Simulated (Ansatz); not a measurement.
Geometry optimisation, RKS PBE-D4/6-31G* (Ansatz 0.2.0).

Input file:

```yaml
crystal:
  periodic: [false, false, false]
  atoms:
    - { symbol: B, position_ang: [-0.007501, 0.679361, 0.007673] }
    - { symbol: O, position_ang: [-0.366802, -1.154358, 1.821471] }
    - { symbol: H, position_ang: [-1.286434, -1.301257, 1.513071] }
    - { symbol: H, position_ang: [0.951251, 0.222648, -0.570271] }
    - { symbol: H, position_ang: [-1.142129, 0.489599, -0.376527] }
    - { symbol: O, position_ang: [0.181065, 1.581862, 1.043928] }
    - { symbol: Al, position_ang: [1.108277, 2.683223, 1.994617] }
    - { symbol: H, position_ang: [1.341145, 2.242612, 3.51388] }
    - { symbol: H, position_ang: [1.527851, 4.076737, 1.341383] }
    - { symbol: H, position_ang: [-0.404822, -0.226228, 2.175575] }
basis:
  gaussian: { orbitals: "6-31G*" }
hamiltonian:
  xc: pbe
  dispersion: d4
relax:
  f_tol: 0.03
  max_steps: 50
```

Launched with:

```bash
$ ansatz run input.yaml --threads 1 --pin off --max-ram 2048MiB --backend cpu --events-out ev --progress --plain --runs-dir out
```

Where does it end, and by what steps?

The run converged. After 15 steps the energy has fallen by 0.193 eV; H10 moved furthest, 0.70 Å.

```
step  energy less start (eV)  largest force component (eV/Å)  accepted
   0                  0.0000                           0.670       yes
   1                 -0.0131                           1.257       yes
   2                 -0.0716                           0.860       yes
   3                 -0.1120                           0.643       yes
   4                 -0.1389                           0.302       yes
   5                 -0.1437                           0.349       yes
   6                 -0.1611                           0.265       yes
   7                 -0.1727                           0.154       yes
   8                 -0.1777                           0.118       yes
   9                 -0.1851                           0.220       yes
  10                 -0.1863                           0.178       yes
  11                 -0.1788                           0.684        no
  12                 -0.1912                           0.137       yes
  13                 -0.1901                           0.096        no
  14                 -0.1919                           0.140       yes
  15                 -0.1930                           0.022       yes
```

```xyz
10
Properties=species:S:1:pos:R:3
B -0.010 0.499 0.331
O -0.480 -1.044 1.182
H -1.439 -0.924 1.355
H 0.879 0.083 -0.384
H -1.085 0.769 -0.183
O 0.371 1.268 1.459
Al 1.046 2.732 2.029
H 1.240 2.812 3.615
H 1.428 3.915 1.022
H -0.048 -0.816 2.039
```

Whether the end is a true minimum wasn't checked by a vibrational analysis.

Time of the run: 39 s on 1 thread of Arm Neoverse V2, with other jobs on the host, peak memory 0.14 GiB.
